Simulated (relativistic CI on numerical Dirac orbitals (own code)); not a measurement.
**Electric-dipole transitions in Tl⁴⁶⁺**

Calculated at this level of theory: Dirac-Coulomb-Breit CI, separate exchange-only KLI orbitals for each configuration, model QED (radiative potential, 1s self-energy scaled to tabulated hydrogen-like ionisation energies), unscaled Slater integrals (own radial code, finite nucleus).

Configuration list (outside the closed core [Ar] 3d10): 4s²4p⁵, 4s4p⁶, 4s²4p⁴4d, 4s4p⁵4d, 4s²4p⁴4f, 4s4p⁵4f, 4p⁶4d, 4s4p⁴4d², 4s²4p³4d4f, 4p⁶4f, 4p⁵4d4f, 4p⁵4d², 4p⁴4d³, 4p⁴4d²4f. Double excitations out of closed p, d and f shells are left out; levels of such configurations are missing from the list, as are those of other unlisted configurations, and high levels can miss mixing partners.

| λ vac (nm) | Lower | Upper | A (s⁻¹) | E lower (10³ cm⁻¹) | E upper (10³ cm⁻¹) |
| --- | --- | --- | --- | --- | --- |
| 3.3740 | 4s4p⁶ ²S1/2 [14] | 4s4p⁵4d ²P°3/2 [127] | 2.30e+12 | 2219.8 | 5183.6 |
| 3.5335 | 4s²4p⁵ ²P°3/2 [1] | 4s²4p⁴4d ²S1/2 [21] | 4.75e+12 | 0.0 | 2830.0 |
| 3.5388 | 4s²4p⁵ ²P°3/2 [1] | 4s²4p⁴4d ²P3/2 [20] | 3.32e+12 | 0.0 | 2825.8 |
| 3.5418 | 4s²4p⁵ ²P°3/2 [1] | 4s²4p⁴4d ²D5/2 [19] | 3.51e+12 | 0.0 | 2823.4 |
| 3.5748 | 4s²4p⁵ ²P°1/2 [2] | 4s²4p⁴4d ²D3/2 [52] | 2.76e+12 | 1222.7 | 4020.0 |
| 4.0620 | 4s²4p⁴4d ⁴D3/2 [3] | 4s4p⁵4d ²D°3/2 [48] | 6.24e+11 | 1390.5 | 3852.3 |
| 4.0791 | 4s²4p⁴4d ⁴D3/2 [3] | 4s4p⁵4d ²P°1/2 [46] | 1.17e+12 | 1390.5 | 3842.0 |
| 4.1048 | 4s²4p⁴4d ⁴D5/2 [4] | 4s4p⁵4d ²D°3/2 [48] | 9.08e+11 | 1416.2 | 3852.3 |
| 4.1114 | 4s²4p⁴4d ²F7/2 [8] | 4s4p⁵4d ²F°7/2 [54] | 4.65e+11 | 1655.8 | 4088.1 |
| 4.1252 | 4s²4p⁴4d ⁴P1/2 [5] | 4s4p⁵4d ²P°1/2 [46] | 1.32e+12 | 1417.8 | 3842.0 |
| 4.1335 | 4s²4p⁴4d ⁴F9/2 [9] | 4s4p⁵4d ²F°7/2 [54] | 1.12e+12 | 1668.8 | 4088.1 |
| 4.1425 | 4s²4p⁴4d ²F7/2 [6] | 4s4p⁵4d ²F°5/2 [47] | 1.27e+12 | 1437.6 | 3851.6 |
| 4.2370 | 4s²4p⁴4d ²D5/2 [19] | 4s4p⁵4d ²P°3/2 [127] | 1.47e+12 | 2823.4 | 5183.6 |
| 4.2389 | 4s²4p⁴4d ²D5/2 [13] | 4s4p⁵4d ²P°3/2 [58] | 1.40e+12 | 1873.1 | 4232.2 |
| 4.2417 | 4s²4p⁴4d ²G7/2 [18] | 4s4p⁵4d ²F°5/2 [104] | 1.36e+12 | 2658.6 | 5016.2 |
| 4.2517 | 4s²4p⁴4d ²P1/2 [10] | 4s4p⁵4d ²D°3/2 [53] | 9.25e+11 | 1686.6 | 4038.6 |
| 4.2759 | 4s²4p⁴4d ²D5/2 [11] | 4s4p⁵4d ²D°5/2 [55] | 1.21e+12 | 1790.1 | 4128.8 |
| 4.2794 | 4s²4p⁴4d ²G9/2 [25] | 4s4p⁵4d ²F°7/2 [140] | 1.32e+12 | 2911.7 | 5248.4 |
| 4.2870 | 4s²4p⁴4d ⁴D3/2 [3] | 4s4p⁵4d ⁴D°5/2 [44] | 3.58e+11 | 1390.5 | 3723.1 |
| 4.2897 | 4s²4p⁴4d ²D3/2 [7] | 4s4p⁵4d ²D°3/2 [48] | 8.44e+11 | 1521.2 | 3852.3 |
| 4.2910 | 4s²4p⁴4d ²D3/2 [7] | 4s4p⁵4d ²F°5/2 [47] | 7.14e+11 | 1521.2 | 3851.6 |
| 4.3018 | 4s²4p⁴4d ⁴D7/2 [22] | 4s4p⁵4d ⁴D°5/2 [124] | 1.03e+12 | 2850.6 | 5175.2 |
| 4.3088 | 4s²4p⁴4d ²F7/2 [8] | 4s4p⁵4d ⁴D°7/2 [51] | 3.95e+11 | 1655.8 | 3976.6 |
| 4.3233 | 4s²4p⁴4d ⁴D5/2 [4] | 4s4p⁵4d ⁴F°7/2 [45] | 3.03e+11 | 1416.2 | 3729.3 |
| 4.3348 | 4s²4p⁴4d ⁴D5/2 [4] | 4s4p⁵4d ⁴D°5/2 [44] | 7.69e+11 | 1416.2 | 3723.1 |
| 4.3589 | 4s²4p⁴4d ²F7/2 [8] | 4s4p⁵4d ²D°5/2 [50] | 8.33e+11 | 1655.8 | 3949.9 |
| 4.3637 | 4s²4p⁴4d ²F7/2 [6] | 4s4p⁵4d ⁴F°7/2 [45] | 8.27e+11 | 1437.6 | 3729.3 |
| 4.4651 | 4s²4p⁴4d ²F7/2 [8] | 4s4p⁵4d ⁴F°9/2 [49] | 3.40e+11 | 1655.8 | 3895.4 |
| 4.4912 | 4s²4p⁴4d ⁴F9/2 [9] | 4s4p⁵4d ⁴F°9/2 [49] | 7.86e+11 | 1668.8 | 3895.4 |
| 4.5050 | 4s²4p⁵ ²P°3/2 [1] | 4s4p⁶ ²S1/2 [14] | 1.07e+12 | 0.0 | 2219.8 |
| 4.9066 | 4s²4p⁴4d ⁴F5/2 [17] | 4s²4p⁴4f ⁴G°7/2 [62] | 4.46e+11 | 2647.3 | 4685.4 |
| 4.9171 | 4s²4p⁴4d ²G7/2 [18] | 4s²4p⁴4f ²H°9/2 [63] | 5.41e+11 | 2658.6 | 4692.4 |
| 4.9368 | 4s²4p⁴4d ²F7/2 [6] | 4s²4p⁴4f ⁴G°9/2 [34] | 4.83e+11 | 1437.6 | 3463.2 |
| 4.9691 | 4s4p⁶ ²S1/2 [14] | 4s4p⁵4d ²P°3/2 [58] | 9.58e+11 | 2219.8 | 4232.2 |
| 5.0054 | 4s²4p⁴4d ⁴D5/2 [4] | 4s²4p⁴4f ⁴F°7/2 [32] | 2.21e+11 | 1416.2 | 3414.0 |
| 5.1306 | 4s²4p⁵ ²P°1/2 [2] | 4s²4p⁴4d ²P1/2 [29] | 1.98e+12 | 1222.7 | 3171.8 |
| 5.2756 | 4s²4p⁵ ²P°1/2 [2] | 4s²4p⁴4d ²D3/2 [28] | 1.18e+12 | 1222.7 | 3118.2 |
| 5.3386 | 4s²4p⁵ ²P°3/2 [1] | 4s²4p⁴4d ²D5/2 [13] | 9.71e+11 | 0.0 | 1873.1 |
| 5.3601 | 4s²4p⁴4d ⁴D7/2 [22] | 4s²4p⁴4f ⁴F°9/2 [65] | 5.22e+11 | 2850.6 | 4716.2 |
| 5.3994 | 4s²4p⁴4d ⁴F9/2 [9] | 4s²4p⁴4f ⁴G°11/2 [37] | 4.63e+11 | 1668.8 | 3520.9 |
| 5.4184 | 4s²4p⁴4d ²G9/2 [25] | 4s²4p⁴4f ²H°11/2 [70] | 4.46e+11 | 2911.7 | 4757.2 |
| 5.4303 | 4s²4p⁴4d ²F7/2 [8] | 4s²4p⁴4f ²G°9/2 [35] | 3.02e+11 | 1655.8 | 3497.3 |
| 5.4346 | 4s²4p⁵ ²P°3/2 [1] | 4s²4p⁴4d ²P3/2 [12] | 7.25e+11 | 0.0 | 1840.0 |
| 5.4537 | 4s²4p⁴4d ²D5/2 [11] | 4s²4p⁴4f ²F°7/2 [42] | 2.95e+11 | 1790.1 | 3623.7 |
| 5.6364 | 4s²4p⁴4f ⁴G°11/2 [37] | 4s²4p³4d4f ⁴H13/2 [152] | 3.77e+11 | 3520.9 | 5295.1 |

Terms are leading LS components. Brackets give the number of a level in order of energy, since labels repeat. The list gives strong lines, with weight on those to low levels, without lines whose two gauges differ by over a factor of 2.5, among the lowest 200 of 2245 levels, so that lines to higher ones, which can be the strongest, are missing. Levels whose partners in the same complex of configurations lie outside the list can be far off, and so can their lines. Rates are taken at the computed energies, electric ones in the length gauge.

At this charge energies of transitions that change n are usually good to better than 1 %, and those within a shell (Δn = 0) to a few per cent.

LS names give the leading component of a level, which can be under half, so a name can repeat, a term be missing and a line seem to break the LS rules.
